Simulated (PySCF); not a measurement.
# Computed properties of Mo(NMe)(S)(F)2 (CH3F2MoNS), SMILES [Mo](=[S])(=[N]C)([F])[F], multiplicity 1

Mo(NMe)(S)(F)2 (CH3F2MoNS), SMILES C[N]=[Mo]([F])([F])=[S], multiplicity 1. Geometry: B3LYP-D3(BJ)/def2-SVP. The spin state was assumed, not searched. The structure was generated by enumeration; whether it is a known compound was not checked. The def2 effective core potentials stand for the cores of Mo; spin–orbit coupling is left out. Other conformers were not sampled. All values are computed for the isolated molecule unless a solvent is named; none is compared with measurement here.

**Structure.** The optimised structure has Cs symmetry. All 21 harmonic modes at B3LYP-D3(BJ)/def2-SVP (PySCF) are real, so it is a minimum. With heavy atoms numbered as in [Mo:1](=[N:2][CH3:3])(=[S:7])([F:8])[F:9], the shortest bond between them is N2–C3 at 1.423 Å and the longest Mo1–S7 at 2.122 Å.

**Vibrations.** The strongest infrared lines (harmonic, unscaled, degenerate partners summed) lie at 1340 cm⁻¹ (125 km/mol, N 64 %, C 28 %), 713 cm⁻¹ (122 km/mol, F 74 %, Mo 25 %), 667 cm⁻¹ (107 km/mol, F 49 %, C 22 %, N 12 %, Mo 11 %). The softest mode is at 98 cm⁻¹ and the zero-point energy is 30.3 kcal/mol.

**Electronic structure.** ωB97X/def2-TZVP (PySCF) places the frontier levels at -9.89 and -0.87 eV, a gap of 9.02 eV, and gives a dipole moment of 3.12 D and a mean polarisability of 78.7 bohr³. PBE/def2-TZVP (PySCF) at the same geometry gives -6.49 and -3.51 eV, so its gap is 6.04 eV narrower. An orbital gap is neither the optical nor the fundamental gap.

**Excitations.** TDA-ωB97X/def2-SVPD (PySCF) has S1 at 3.17 eV (391 nm, f = 0.000, dark); the most intense of the 10 singlets computed lies at 5.05 eV (f = 0.02). T1 (TDA) is at 2.73 eV, 0.44 eV under S1. TDA-PBE/def2-SVPD (PySCF) puts S1 at 3.21 eV. No vertical singlet excitation falls in the visible range (under 3.1 eV).
